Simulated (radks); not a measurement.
Effect of the nuclear size on the praseodymium ion Pr+, [Xe] 4f3 6s1. Calculated with a radial shooting solver on a logarithmic mesh with Libxc functionals: Dirac Kohn-Sham, BLYP, spin-unpolarised, spherical densities, finite nucleus; open shells are shared between the two j in proportion to 2j + 1; Fermi nuclear charge, rms radius 4.8919 fm. The rms radius is varied about that value; shifts are against it.

rms radius (fm),total energy shift (eV),density at nucleus (e/bohr^3),1s1/2 shift (meV),2s1/2 shift (meV),5s1/2 shift (meV),5p1/2 shift (meV),6s1/2 shift (meV),4f7/2 shift (meV)
4.3293,-2.52,4.282e+05,-1050,-129,-0.960,0.096,-0.097,0.171
4.5348,-1.63,4.239e+05,-676,-83.5,-0.620,0.062,-0.063,0.111
4.8919,0,4.171e+05,0.000,0.000,0.000,0.000,0.000,0.000
5.1756,1.36,4.12e+05,566,69.8,0.519,-0.052,0.052,-0.093
5.7137,4.12,4.033e+05,1710,211,1.57,-0.157,0.158,-0.280

Slopes of the eigenvalues against <r^2> in GHz/fm^2, as finite differences over the two radii next to the reference (eigenvalue slopes, not the field-shift constants of lines): 1s1/2 48300, 2s1/2 5960, 5s1/2 44.3, 5p1/2 -4.43, 6s1/2 4.47, 4f7/2 -7.90.
